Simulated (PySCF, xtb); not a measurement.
BH2O3, multiplicity 2. Atoms are numbered in the order given.

```xyz
6

O      0.0000     0.0000     1.4352
B      0.0000     0.0000     0.0553
O      0.0000    -1.2268    -0.5464
O      0.0000     1.2268    -0.5464
H      0.0000    -1.2136    -1.5076
H      0.0000     1.2136    -1.5076
```
Charge 0, spin multiplicity 2.

The structure is a stationary point at ωB97X-D3(BJ)/def2-SVP. The isomer is the one that the SMILES or the coordinates give; other isomers of the formula were not compared. One conformer was computed; it need not be the lowest.

Calculation: PySCF with IEF-PCM-M06-2X/def2-SVP.

The values are the electrostatic part of the solvation free energy, E(continuum) − E(gas) at the gas-phase geometry, in a cavity of scaled van der Waals radii (PySCF's table); cavitation and dispersion terms are not included. The dipole moment in vacuum is 4.11 D.

```tsv
solvent	ε	ΔG(elec) (kcal/mol)	dipole (D)
water	78.36	-10.3	4.89
toluene	2.37	-4.6	4.46
benzene	2.27	-4.4	4.45
```

For comparison, GFN2-xTB/ALPB(water) (xtb, at the GFN2-xTB geometry, all terms of that model) gives -11.5 kcal/mol.
